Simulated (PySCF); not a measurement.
## Basis and Hamiltonian dependence of the excitation energy of Hg

Hg [Xe] 4f14 5d10 6s2 (1S) → Hg [Xe] 4f14 5d10 6s1 6d1 (3D). Calculated with PySCF 2.14 from differences of total energies of unrestricted determinants, without spin-orbit coupling. Values in eV.

```tsv
basis	Hamiltonian	functions	UHF	LDA	PBE0	MP2 (valence)
aug-cc-pwCVDZ-PP with ECP60MDF	ECP	70	8.472	10.027	9.403	10.175
aug-cc-pVTZ-PP with ECP60MDF	ECP	88	7.935	9.602	8.947	9.722
x2c-TZVPPall with one added diffuse shell each of s, p, d, f type	spin-free X2C	113	7.302	n/a	n/a	n/a
aug-cc-pwCVTZ-PP with ECP60MDF	ECP	122	7.915	9.588	8.932	9.704
```

Frozen outside the core potential: valence: 5s2 5p6.

At MP2 (valence), aug-cc-pwCVDZ-PP with ECP60MDF lies more than 0.3 eV from the median of the rows with comparable relativity.
